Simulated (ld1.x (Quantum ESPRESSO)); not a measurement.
**PBEsol ultrasoft dataset for platinum, fully relativistic all-electron reference.**

The input file (ld1.x (Quantum ESPRESSO) 7.5):

```
&input
   title='Pt', zed=78., rel=2, dft='PBESOL', iswitch=3,
   config='[Xe] 4f14 5d9 6s1 6p0', rel_dist='average',
   nld=5, rlderiv=2.50, eminld=-6.0, emaxld=5.0, deld=0.02
 /
 &inputp
   pseudotype=3, tm=.true., lloc=-1, rcloc=2.00,
   nlcc=.true.,
   which_augfun='PSQ', rmatch_augfun_nc=.true.,
   file_pseudopw='Pt.UPF', file_wfcaegen='ae.wfc', file_wfcncgen='nc.wfc', file_beta='beta', file_chi='chi', file_wfcusgen='us.wfc'
 /
6
6S  1  0   1.00   0.00  1.75  2.30  0.0
6S  1  0   0.00   2.10  1.75  2.30  0.0
5P  2  1   6.00   0.00  1.45  1.85  0.0
6P  3  1   0.00   0.00  1.45  1.85  0.0
5D  3  2   9.00   0.00  1.55  1.65  0.0
5D  3  2   0.00   2.40  1.55  1.65  0.0
 &test
   configts(1)='5p6 5d9 6s1 6p0'
 /
```

Command:

```bash
ld1.x < Pt.in > Pt.out
```

Resulting log (shortened: banner, matrices, multipoles, cross overlaps and the repeated all-electron block are left out):

```
Program LD1 v.7.5
 state nlj           5           2   1.5000000000000000       not converged
 state nlj           5           2   2.5000000000000000       not converged
 state nlj           5           1  0.50000000000000000       not converged
 state nlj           5           1   1.5000000000000000       not converged
 state nlj           4           3   2.5000000000000000       not converged
 state nlj           4           3   3.5000000000000000       not converged
 state nlj           5           2   1.5000000000000000       not converged
 state nlj           5           2   2.5000000000000000       not converged
 state nlj           6           0  0.50000000000000000       not converged
 state nlj           6           1  0.50000000000000000       not converged
 state nlj           6           1   1.5000000000000000       not converged
 classical turning point too close to mesh           6           1           1
 classical turning point too close to mesh           6           1          -2
     --------------------------- All-electron run ----------------------------

     Pt
     dirac relativistic calculation

     atomic number is 78.00
     dft =PBESOL   lsd =0 sic =0 latt =0  beta=0.20 tr2=1.0E-14
     Exchange-correlation= PBESOL
                           (   1   4  10   8   0   0   0)
     mesh =1277 r(mesh) =  98.81913 a.u. xmin = -7.00 dx = 0.01250
     1 Ry =  13.60569312 eV, c = 137.03599908

     n l j   nl                  e(Ry)          e(Ha)          e(eV)
     Spin orbit split results
     1 0 0.5 1S 1( 2.00)     -5753.9793     -2876.9897    -78286.8772
     2 0 0.5 2S 1( 2.00)     -1010.0472      -505.0236    -13742.3925
     2 1 0.5 2P 1( 2.00)      -968.0222      -484.0111    -13170.6132
     2 1 1.5 2P 1( 4.00)      -840.9964      -420.4982    -11442.3384
     3 0 0.5 3S 1( 2.00)      -237.2141      -118.6070     -3227.4619
     3 1 0.5 3P 1( 2.00)      -218.3697      -109.1848     -2971.0709
     3 1 1.5 3P 1( 4.00)      -190.4492       -95.2246     -2591.1936
     4 0 0.5 4S 1( 2.00)       -50.9462       -25.4731      -693.1580
     4 1 0.5 4P 1( 2.00)       -42.9580       -21.4790      -584.4738
     4 1 1.5 4P 1( 4.00)       -36.3016       -18.1508      -493.9089
     3 2 1.5 3D 1( 4.00)      -159.0963       -79.5481     -2164.6154
     3 2 2.5 3D 1( 6.00)      -153.0776       -76.5388     -2082.7272
     5 0 0.5 5S 1( 2.00)        -7.4703        -3.7352      -101.6386
     5 1 0.5 5P 1( 2.00)        -4.9218        -2.4609       -66.9646
     5 1 1.5 5P 1( 4.00)        -3.8203        -1.9101       -51.9772
     4 2 1.5 4D 1( 4.00)       -23.2268       -11.6134      -316.0168
     4 2 2.5 4D 1( 6.00)       -21.9892       -10.9946      -299.1777
     4 3 2.5 4F 1( 6.00)        -5.2824        -2.6412       -71.8707
     4 3 3.5 4F 1( 8.00)        -5.0285        -2.5142       -68.4160
     5 2 1.5 5D 1( 3.60)        -0.5148        -0.2574        -7.0045
     5 2 2.5 5D 1( 5.40)        -0.4169        -0.2085        -5.6728
     6 0 0.5 6S 1( 1.00)        -0.4199        -0.2099        -5.7129
     6 1 0.5 6P 1( 0.00)        -0.0860        -0.0430        -1.1702
     6 1 1.5 6P 1( 0.00)        -0.0490        -0.0245        -0.6672
     Averaged results
     1 0     1S 1( 2.00)     -5753.9793     -2876.9897    -78286.8772
     2 0     2S 1( 2.00)     -1010.0472      -505.0236    -13742.3925
     2 1     2P 1( 6.00)      -883.3383      -441.6692    -12018.4300
     3 0     3S 1( 2.00)      -237.2141      -118.6070     -3227.4619
     3 1     3P 1( 6.00)      -199.7560       -99.8780     -2717.8193
     4 0     4S 1( 2.00)       -50.9462       -25.4731      -693.1580
     4 1     4P 1( 6.00)       -38.5204       -19.2602      -524.0972
     3 2     3D 1(10.00)      -155.4851       -77.7425     -2115.4825
     5 0     5S 1( 2.00)        -7.4703        -3.7352      -101.6386
     5 1     5P 1( 6.00)        -4.1874        -2.0937       -56.9730
     4 2     4D 1(10.00)       -22.4842       -11.2421      -305.9134
     4 3     4F 1(14.00)        -5.1373        -2.5687       -69.8966
     5 2     5D 1( 9.00)        -0.4561        -0.2280        -6.2055
     6 0     6S 1( 1.00)        -0.4199        -0.2099        -5.7129
     6 1     6P 1( 0.00)        -0.0614        -0.0307        -0.8349

     final scf error:  4.7E-15 reached in  39 iterations

     Etot =  -36883.173746 Ry,  -18441.586873 Ha, -501821.143391 eV

     Ekin =   42211.888514 Ry,   21105.944257 Ha,  574322.001269 eV
     Encl =  -92767.310111 Ry,  -46383.655056 Ha,-1262163.553220 eV
     Eh   =   14376.224592 Ry,    7188.112296 Ha,  195598.500065 eV
     Exc  =    -703.976741 Ry,    -351.988371 Ha,   -9578.091504 eV

     normalization and overlap integrals

     s(1S/1S) =  1.000000  <r> =   0.0171  <r2> =    0.0004  r(max) =   0.0106
     s(2S/2S) =  1.000000  <r> =   0.0717  <r2> =    0.0061  r(max) =   0.0612
     s(2P/2P) =  1.000000  <r> =   0.0591  <r2> =    0.0044  r(max) =   0.0459
     s(2P/2P) =  1.000000  <r> =   0.0675  <r2> =    0.0055  r(max) =   0.0526
     s(3S/3S) =  1.000000  <r> =   0.1866  <r2> =    0.0400  r(max) =   0.1726
     s(3P/3P) =  1.000000  <r> =   0.1768  <r2> =    0.0365  r(max) =   0.1622
     s(3P/3P) =  1.000000  <r> =   0.1923  <r2> =    0.0429  r(max) =   0.1770
     s(4S/4S) =  1.000000  <r> =   0.4150  <r2> =    0.1946  r(max) =   0.3890
     s(4P/4P) =  1.000000  <r> =   0.4180  <r2> =    0.1990  r(max) =   0.3890
     s(4P/4P) =  1.000000  <r> =   0.4519  <r2> =    0.2323  r(max) =   0.4193
     s(3D/3D) =  1.000000  <r> =   0.1676  <r2> =    0.0330  r(max) =   0.1378
     s(3D/3D) =  1.000000  <r> =   0.1724  <r2> =    0.0348  r(max) =   0.1413
     s(5S/5S) =  1.000000  <r> =   0.9530  <r2> =    1.0200  r(max) =   0.8657
     s(5P/5P) =  1.000000  <r> =   1.0346  <r2> =    1.2117  r(max) =   0.9215
     s(5P/5P) =  1.000000  <r> =   1.1357  <r2> =    1.4625  r(max) =   1.0058
     s(4D/4D) =  1.000000  <r> =   0.4618  <r2> =    0.2469  r(max) =   0.4141
     s(4D/4D) =  1.000000  <r> =   0.4731  <r2> =    0.2588  r(max) =   0.4246
     s(4F/4F) =  1.000000  <r> =   0.5126  <r2> =    0.3203  r(max) =   0.3842
     s(4F/4F) =  1.000000  <r> =   0.5200  <r2> =    0.3297  r(max) =   0.3890
     s(5D/5D) =  1.000000  <r> =   1.6479  <r2> =    3.2897  r(max) =   1.2439
     s(5D/5D) =  1.000000  <r> =   1.7376  <r2> =    3.6887  r(max) =   1.2754
     s(6S/6S) =  1.000000  <r> =   2.9113  <r2> =    9.7713  r(max) =   2.3828
     s(6P/6P) =  1.000000  <r> =   4.4218  <r2> =   23.6797  r(max) =   3.2165
     s(6P/6P) =  1.000000  <r> =   5.2962  <r2> =   34.3446  r(max) =   3.7840

     ------------------------ End of All-electron run ------------------------

     --------------------- Generating US pseudopotential ---------------------

      Generating local potential from pseudized AE potential:
      Matching radius rcloc =   2.0000

      Local pseudo, rcloc= 2.000 Estimated cut-off energy=     6.35 Ry

      Computing core charge for nlcc:

       r > 0.80 : true rho core
       r < 0.80 : rho core = a sin(br)/r    a=  39.45  b=   3.26

      Integrated core pseudo-charge :  13.88

     Fully relativistic calculation: |psi|^2

     Wfc 6S LC norm =  0.99994290 SC norm =  0.00005430 missing  0.00000280

     Wfc 5P LC norm =  0.99953124 SC norm =  0.00046874 missing  0.00000001

     Wfc 5P LC norm =  0.99960518 SC norm =  0.00039473 missing  0.00000009

     Wfc 6P LC norm =  0.99997693 SC norm =  0.00002276 missing  0.00000032

     Wfc 6P LC norm =  0.99998449 SC norm =  0.00001267 missing  0.00000285

     Wfc 5D LC norm =  0.99980222 SC norm =  0.00019774 missing  0.00000004

     Wfc 5D LC norm =  0.99981996 SC norm =  0.00017735 missing  0.00000269
      Wfc-us  6S rcutus= 2.324  Estimated cut-off energy=     8.15 Ry
      Wfc-us  6S rcutus= 2.324  Estimated cut-off energy=    12.78 Ry
      Wfc-us  5P rcutus= 1.856  Estimated cut-off energy=    25.57 Ry
      Wfc-us  5P rcutus= 1.856  Estimated cut-off energy=    25.07 Ry
      Wfc-us  6P rcutus= 1.856  Estimated cut-off energy=    47.63 Ry
      Wfc-us  6P rcutus= 1.856  Estimated cut-off energy=    46.33 Ry
      Wfc-us  5D rcutus= 1.638  Estimated cut-off energy=    42.70 Ry
      Wfc-us  5D rcutus= 1.638  Estimated cut-off energy=    42.50 Ry
      Wfc-us  5D rcutus= 1.638  Estimated cut-off energy=    59.57 Ry
      Wfc-us  5D rcutus= 1.638  Estimated cut-off energy=    56.76 Ry

     Q pseudized with Bessel functions
     Expected ecutrho=     193.2903 due to l1=  2   l2=  2

     ------------------- End of pseudopotential generation -------------------

 state nlj           5           2   1.5000000000000000       not converged
 state nlj           5           2   2.5000000000000000       not converged
 state nlj           5           1  0.50000000000000000       not converged
 state nlj           5           1   1.5000000000000000       not converged
 state nlj           4           3   2.5000000000000000       not converged
 state nlj           4           3   3.5000000000000000       not converged
 state nlj           5           2   1.5000000000000000       not converged
 state nlj           5           2   2.5000000000000000       not converged
 state nlj           6           0  0.50000000000000000       not converged
 state nlj           6           1  0.50000000000000000       not converged
 state nlj           6           1   1.5000000000000000       not converged
 classical turning point too close to mesh           6           1           1
 classical turning point too close to mesh           6           1          -2
     Computing logarithmic derivative in   2.48945
     Computing logarithmic derivative in   2.48945
     Computing the partial wave expansion
     R is outside the sphere for l=    0 j= 0.50
     R is outside the sphere for l=    0 j= 0.50
     R is outside the sphere for l=    1 j= 0.50
     R is outside the sphere for l=    1 j= 0.50
     R is outside the sphere for l=    1 j= 1.50
     R is outside the sphere for l=    1 j= 1.50
     R is outside the sphere for l=    2 j= 1.50
     R is outside the sphere for l=    2 j= 1.50
     R is outside the sphere for l=    2 j= 2.50
     R is outside the sphere for l=    2 j= 2.50

     ---------------------- Testing the pseudopotential ----------------------

     Pt
     dirac relativistic calculation

     atomic number is 78.00   valence charge is 16.00
     dft =PBESOL   lsd =0 sic =0 latt =0  beta=0.20 tr2=1.0E-14
     mesh =1277 r(mesh) =  98.81913 xmin = -7.00 dx = 0.01250

     n l  j  nl             e AE (Ry)       e PS (Ry)    De AE-PS (Ry)
     2 1 0.5 5P   1( 2.00)       -4.92181       -4.92181       -0.00000
     2 1 1.5 5P   1( 4.00)       -3.82025       -3.82025       -0.00000
     3 2 1.5 5D   1( 3.60)       -0.51482       -0.51482       -0.00000
     3 2 2.5 5D   1( 5.40)       -0.41694       -0.41695        0.00000
     1 0 0.5 6S   1( 1.00)       -0.41989       -0.41989        0.00000
     3 1 0.5 6P   1( 0.00)       -0.08601       -0.08600       -0.00000
     3 1 1.5 6P   1( 0.00)       -0.04904       -0.04904        0.00000

     eps = 5.8E-16  iter =  4

     Etot =  -36883.173746 Ry,  -18441.586873 Ha, -501821.143391 eV
     Etotps =  -212.915382 Ry,    -106.457691 Ha,   -2896.861344 eV

     Ekin =      61.810387 Ry,      30.905193 Ha,     840.973154 eV
     Encl =    -356.186093 Ry,    -178.093046 Ha,   -4846.158671 eV
     Ehrt =     153.654641 Ry,      76.827320 Ha,    2090.577886 eV
     Ecxc =     -58.650138 Ry,     -29.325069 Ha,    -797.975775 eV
     (Ecc =     -33.581777 Ry,     -16.790889 Ha,    -456.903354 eV)
     Epseu=     -13.544179 Ry,      -6.772089 Ha,    -184.277938 eV

     ---------------------- End of pseudopotential test ----------------------
```

Generation and configuration tests took about 6.8 s on one core of a shared server CPU.

Transferability test of the new file with ld1.x, input:

```
&input
   title='Pt', zed=78., rel=2, dft='PBESOL', iswitch=2,
   config='[Xe] 4f14 5d9 6s1 6p0', rel_dist='average'
 /
 &test
   file_pseudo='Pt.UPF', nconf=8,
   configts(1)='5p6 5d9 6s1 6p0',
   configts(2)='5p6 5d9 6s0 6p0',
   configts(3)='5p6 5d8 6s0 6p0',
   configts(4)='5p6 5d7 6s0 6p0',
   configts(5)='5p6 5d9 6s0 6p1',
   configts(6)='5p5 5d9 6s1 6p0',
   configts(7)='5p6 5d9.5 6s0.5 6p0',
   configts(8)='5p6 5d8 6s1 6p0'
 /
```

```bash
ld1.x < Pt.test.in > Pt.test.out
```

Pseudopotential blocks of its output, shortened (energy terms left out):

```
     ---------------------- Testing the pseudopotential ----------------------

     n l  j  nl             e AE (Ry)       e PS (Ry)    De AE-PS (Ry)
     2 1 0.5 5P   1( 2.00)       -4.92181       -4.92181       -0.00000
     2 1 1.5 5P   1( 4.00)       -3.82025       -3.82025       -0.00000
     3 2 1.5 5D   1( 3.60)       -0.51482       -0.51482       -0.00000
     3 2 2.5 5D   1( 5.40)       -0.41694       -0.41695        0.00000
     1 0 0.5 6S   1( 1.00)       -0.41989       -0.41989        0.00000
     3 1 0.5 6P   1( 0.00)       -0.08601       -0.08600       -0.00000
     3 1 1.5 6P   1( 0.00)       -0.04904       -0.04904        0.00000

     eps = 9.0E-16  iter =  4

     Etot =  -36883.173745 Ry,  -18441.586873 Ha, -501821.143380 eV
     Etotps =  -212.915381 Ry,    -106.457691 Ha,   -2896.861338 eV

     ---------------------- End of pseudopotential test ----------------------

          ---------------------- Testing the pseudopotential ----------------------

     n l  j  nl             e AE (Ry)       e PS (Ry)    De AE-PS (Ry)
     2 1 0.5 5P   1( 2.00)       -5.52826       -5.53021        0.00195
     2 1 1.5 5P   1( 4.00)       -4.42909       -4.42876       -0.00033
     3 2 1.5 5D   1( 3.60)       -1.11596       -1.11629        0.00033
     3 2 2.5 5D   1( 5.40)       -1.01485       -1.01512        0.00028
     1 0 0.5 6S   1( 0.00)       -0.94833       -0.94895        0.00062
     3 1 0.5 6P   1( 0.00)       -0.53649       -0.53424       -0.00225
     3 1 1.5 6P   1( 0.00)       -0.46442       -0.46192       -0.00250

     eps = 6.9E-16  iter =  8

     Etot =  -36882.494546 Ry,  -18441.247273 Ha, -501811.902409 eV
     Etotps =  -212.235940 Ry,    -106.117970 Ha,   -2887.617063 eV
     dEtot_ae =       0.679199 Ry
     dEtot_ps =       0.679442 Ry,   Delta E=      -0.000243 Ry

     ---------------------- End of pseudopotential test ----------------------

          ---------------------- Testing the pseudopotential ----------------------

     n l  j  nl             e AE (Ry)       e PS (Ry)    De AE-PS (Ry)
     2 1 0.5 5P   1( 2.00)       -6.45457       -6.46132        0.00675  !
     2 1 1.5 5P   1( 4.00)       -5.34635       -5.34805        0.00170
     3 2 1.5 5D   1( 3.20)       -1.97107       -1.97322        0.00216
     3 2 2.5 5D   1( 4.80)       -1.86008       -1.86207        0.00199
     1 0 0.5 6S   1( 0.00)       -1.62626       -1.62843        0.00217
     3 1 0.5 6P   1( 0.00)       -1.12837       -1.12121       -0.00716  !
     3 1 1.5 6P   1( 0.00)       -1.01677       -1.00768       -0.00909  !

     eps = 7.3E-16  iter =  9

     Etot =  -36881.023659 Ry,  -18440.511829 Ha, -501791.889962 eV
     Etotps =  -210.764046 Ry,    -105.382023 Ha,   -2867.590937 eV
     dEtot_ae =       2.150087 Ry
     dEtot_ps =       2.151335 Ry,   Delta E=      -0.001248 Ry

     ---------------------- End of pseudopotential test ----------------------

          ---------------------- Testing the pseudopotential ----------------------

     n l  j  nl             e AE (Ry)       e PS (Ry)    De AE-PS (Ry)
     2 1 0.5 5P   1( 2.00)       -7.49152       -7.50799        0.01647  !
     2 1 1.5 5P   1( 4.00)       -6.36980       -6.37658        0.00677  !
     3 2 1.5 5D   1( 2.80)       -2.92277       -2.92967        0.00690  !
     3 2 2.5 5D   1( 4.20)       -2.80151       -2.80811        0.00661  !
     1 0 0.5 6S   1( 0.00)       -2.37504       -2.38288        0.00784  !
     3 1 0.5 6P   1( 0.00)       -1.80009       -1.78242       -0.01767  !
     3 1 1.5 6P   1( 0.00)       -1.64977       -1.62503       -0.02474  !

     eps = 1.2E-16  iter =  9

     Etot =  -36878.653595 Ry,  -18439.326797 Ha, -501759.643601 eV
     Etotps =  -208.389916 Ry,    -104.194958 Ha,   -2835.289242 eV
     dEtot_ae =       4.520150 Ry
     dEtot_ps =       4.525466 Ry,   Delta E=      -0.005315 Ry

     ---------------------- End of pseudopotential test ----------------------

          ---------------------- Testing the pseudopotential ----------------------

     n l  j  nl             e AE (Ry)       e PS (Ry)    De AE-PS (Ry)
     2 1 0.5 5P   1( 2.00)       -5.07063       -5.08374        0.01311  !
     2 1 1.5 5P   1( 4.00)       -3.97009       -3.97507        0.00498
     3 2 1.5 5D   1( 3.60)       -0.65788       -0.66476        0.00688  !
     3 2 2.5 5D   1( 5.40)       -0.55803       -0.56464        0.00661  !
     1 0 0.5 6S   1( 0.00)       -0.52616       -0.53238        0.00621  !
     3 1 0.5 6P   1( 0.33)       -0.16794       -0.16580       -0.00215
     3 1 1.5 6P   1( 0.67)       -0.12199       -0.12006       -0.00194

     eps = 9.5E-15  iter = 13

     Etot =  -36882.799937 Ry,  -18441.399968 Ha, -501816.057458 eV
     Etotps =  -212.538009 Ry,    -106.269004 Ha,   -2891.726923 eV
     dEtot_ae =       0.373808 Ry
     dEtot_ps =       0.377373 Ry,   Delta E=      -0.003564 Ry

     ---------------------- End of pseudopotential test ----------------------

          ---------------------- Testing the pseudopotential ----------------------

     n l  j  nl             e AE (Ry)       e PS (Ry)    De AE-PS (Ry)
     2 1 0.5 5P   1( 1.67)       -5.87865       -5.87718       -0.00147
     2 1 1.5 5P   1( 3.33)       -4.75413       -4.75325       -0.00088
     3 2 1.5 5D   1( 3.60)       -1.35113       -1.35188        0.00075
     3 2 2.5 5D   1( 5.40)       -1.23877       -1.23966        0.00089
     1 0 0.5 6S   1( 1.00)       -1.04477       -1.04588        0.00111
     3 1 0.5 6P   1( 0.00)       -0.59941       -0.59904       -0.00037
     3 1 1.5 6P   1( 0.00)       -0.51576       -0.51431       -0.00145

     eps = 1.1E-15  iter = 13

     Etot =  -36878.529801 Ry,  -18439.264900 Ha, -501757.959295 eV
     Etotps =  -208.271904 Ry,    -104.135952 Ha,   -2833.683610 eV
     dEtot_ae =       4.643945 Ry
     dEtot_ps =       4.643477 Ry,   Delta E=       0.000467 Ry

     ---------------------- End of pseudopotential test ----------------------

          ---------------------- Testing the pseudopotential ----------------------

     n l  j  nl             e AE (Ry)       e PS (Ry)    De AE-PS (Ry)
     2 1 0.5 5P   1( 2.00)       -4.83271       -4.83281        0.00011
     2 1 1.5 5P   1( 4.00)       -3.73474       -3.73431       -0.00043
     3 2 1.5 5D   1( 3.80)       -0.44928       -0.44924       -0.00003
     3 2 2.5 5D   1( 5.70)       -0.35446       -0.35443       -0.00003
     1 0 0.5 6S   1( 0.50)       -0.39046       -0.39060        0.00014
     3 1 0.5 6P   1( 0.00)       -0.07134       -0.07107       -0.00028
     3 1 1.5 6P   1( 0.00)       -0.03889       -0.03866       -0.00023

     eps = 1.1E-15  iter = 15

     Etot =  -36883.183165 Ry,  -18441.591583 Ha, -501821.271546 eV
     Etotps =  -212.924752 Ry,    -106.462376 Ha,   -2896.988837 eV
     dEtot_ae =      -0.009420 Ry
     dEtot_ps =      -0.009371 Ry,   Delta E=      -0.000049 Ry

     ---------------------- End of pseudopotential test ----------------------

          ---------------------- Testing the pseudopotential ----------------------

     n l  j  nl             e AE (Ry)       e PS (Ry)    De AE-PS (Ry)
     2 1 0.5 5P   1( 2.00)       -5.74759       -5.74931        0.00172
     2 1 1.5 5P   1( 4.00)       -4.63897       -4.63967        0.00070
     3 2 1.5 5D   1( 3.20)       -1.28097       -1.28147        0.00050
     3 2 2.5 5D   1( 4.80)       -1.17376       -1.17422        0.00045
     1 0 0.5 6S   1( 1.00)       -1.03031       -1.03061        0.00030
     3 1 0.5 6P   1( 0.00)       -0.59341       -0.59240       -0.00100
     3 1 1.5 6P   1( 0.00)       -0.51200       -0.51080       -0.00120

     eps = 2.6E-15  iter = 18

     Etot =  -36882.348631 Ry,  -18441.174316 Ha, -501809.917130 eV
     Etotps =  -212.090091 Ry,    -106.045046 Ha,   -2885.632696 eV
     dEtot_ae =       0.825114 Ry
     dEtot_ps =       0.825290 Ry,   Delta E=      -0.000176 Ry

     ---------------------- End of pseudopotential test ----------------------
```
